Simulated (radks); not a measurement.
Numerical settings for the beryllium ion Be2+, [He]. Method: Dirac Kohn-Sham, PBEsol, spin-unpolarised, spherical densities, finite nucleus; Fermi nuclear charge, rms radius 2.519 fm; computed with a radial shooting solver on a logarithmic mesh with Libxc functionals. The defaults (mesh step 0.008 in ln r, mesh end at 40 bohr or more with all orbitals vanishing there, Anderson mixing 0.5 over 9 steps, residual threshold near 1e-9 with the energy settled to 1e-9 hartree or 1e-11 of itself, here a cap of 98 iterations) give E = -13.5362 hartree and 1s1/2 at -131.39 eV in 13 iterations. Run on one thread of a shared host, so times are rough (Intel(R) Xeon(R) Platinum 8488C): 0.03 s of CPU time, 0.03 s wall, 13 iterations on 2189 mesh points. Changes against that run (0 stands for a change within the tolerance of the run):

| setting | iterations | converged | E (mhartree) | e(1s1/2) (meV) | CPU (s) |
|---|---|---|---|---|---|
| mesh step in ln r 0.08 | 13 | yes | +0.000372 | 0 | 0.01 |
| mesh step in ln r 0.02 | 13 | yes | 0 | 0 | 0.02 |
| mesh step in ln r 0.012 | 13 | yes | 0 | 0 | 0.03 |
| mesh end (bohr) 20 | 13 | yes | 0 | 0 | 0.03 |
| mesh end (bohr) 8 | 13 | yes | 0 | 0 | 0.03 |
| residual threshold 1e-05 | 7 | yes | 0 | -0.209 | 0.02 |
| residual threshold 0.001 | 7 | yes | 0 | -0.209 | 0.02 |
| mixing 1.5 | 11 | yes | 0 | 0 | 0.03 |
| linear mixing, mixing 1 | 14 | yes | 0 | 0 | 0.03 |
| linear mixing, mixing 0.2 | 92 | yes | 0 | 0 | 0.14 |
| mixing history 20 | 15 | yes | 0 | 0 | 0.03 |
| iteration cap 5 | 5 | no | 0 | +0.582 | 0.01 |

No run marked as converged misses the energy by more than 1 mhartree. A mesh that ends early acts as a hard wall.
